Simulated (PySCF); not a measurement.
Sn³⁺: ionisation energy

Sn³⁺ [Kr] 4d10 5s1 [5s1/2^1, M_J = 1/2] → Sn⁴⁺ [Kr] 4d10, as a difference of total energies. Computed with PySCF 2.14 in x2c-TZVPPall-2c, with the two-component X2C-1e Hamiltonian. Correlated levels: [Ar] 3d10 frozen; the 6 highest virtual spinors dropped. "Screened" scales the spin-orbit matrix elements by Boettger's factors to mimic the two-electron term; Breit and QED terms are absent.

```
                    method  ionisation energy (eV)
          GMP2 (spin-free)                  40.608
 GHF (screened spin-orbit)                  39.316
GMP2 (screened spin-orbit)                  40.611
```

Question: How much does correlation contribute at GMP2 (screened spin-orbit)?

Answer: 40.611 − (39.316) = 1.295 eV, measured against GHF (screened spin-orbit).

Errors of the correlated levels include the incompleteness of this basis and the frozen core.

For comparison: 40.74 ± 0.04 eV (measured; NIST Atomic Spectra Database, ionization energies).
